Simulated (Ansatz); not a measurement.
## Counterpoise correction, worked out

The pair of K⁺ (SMILES [K+], atom 1) and CH$_{3}$I (SMILES CI, atoms 2–6), both closed shells, in one local arrangement (a lower one may exist), relaxed at PBE0-D4/def2-TZVP:

```
6
angstrom
K -1.4636 -0.4898 -3.3905
C 0.5176 0.1281 0.7468
I -1.4902 -0.1481 0.0628
H 1.0861 -0.7533 0.4693
H 0.9031 1.0317 0.2864
H 0.4470 0.2313 1.8251
```

Computed with Ansatz 0.2.0 (basis: def2-TZVPPD); correlated methods freeze the cores. Filled d shells of the heavier atoms are correlated. Core potentials replace the inner electrons of the atoms past krypton. The outer core shell of Li, Na, Mg and K is correlated. The def2 sets are not built for correlating such inner shells, so the correlated values are less sure here.

CCSD(T) total energies in eV:

| system | geometry | basis functions | energy |
| --- | --- | --- | --- |
| pair | pair | all | -25474.36126 |
| K⁺ | as in the pair | all (partner as ghosts) | -16304.25958 |
| CH$_{3}$I | as in the pair | all (partner as ghosts) | -9169.67814 |
| K⁺ | as in the pair | its own | -16304.24723 |
| CH$_{3}$I | as in the pair | its own | -9169.66134 |
| K⁺ | free (PBE0-D4 minimum) | its own | -16304.24723 |
| CH$_{3}$I | free (PBE0-D4 minimum) | its own | -9169.66401 |

Question: Work out the interaction energy with and without the counterpoise correction, the superposition error, and the binding energy from the relaxed fragments.

Answer: Without correction: -25474.36126 − (-16304.24723) − (-9169.66134) = -0.45269 eV.
With correction (each fragment in the whole basis): -25474.36126 − (-16304.25958) − (-9169.67814) = -0.42354 eV = -9.77 kcal/mol.
The superposition error is the difference, 0.02915 eV, 6 % of the uncorrected value: each fragment borrows its partner's functions.
Deformation from the free shapes: 0.00000 eV for K⁺ and 0.00267 eV for CH$_{3}$I.
Binding energy from relaxed fragments: -0.42354 + 0.00000 + 0.00267 = -0.42087 eV = -9.71 kcal/mol (electronic, without zero-point energy; negative means bound). For comparison, the corrected interaction energy by CCSD(T) at an estimated basis limit (MP2 extrapolated from triple and quadruple zeta, plus CCSD(T) − MP2 in triple zeta) is -0.483 eV; triple zeta with the correction binds less.

T1 diagnostic: at most 0.008.

For scale, one of the runs: CCSD(T)/def2-TZVPPD, 183 basis functions, launched by `ansatz run in.yaml --threads 4 --pin off --events-out ev --progress --plain --max-ram 9574MiB`. Time: 71 s of wall clock on 4 CPU threads of an Arm Neoverse N1; the host was shared. Peak host memory: 2.1 GiB.
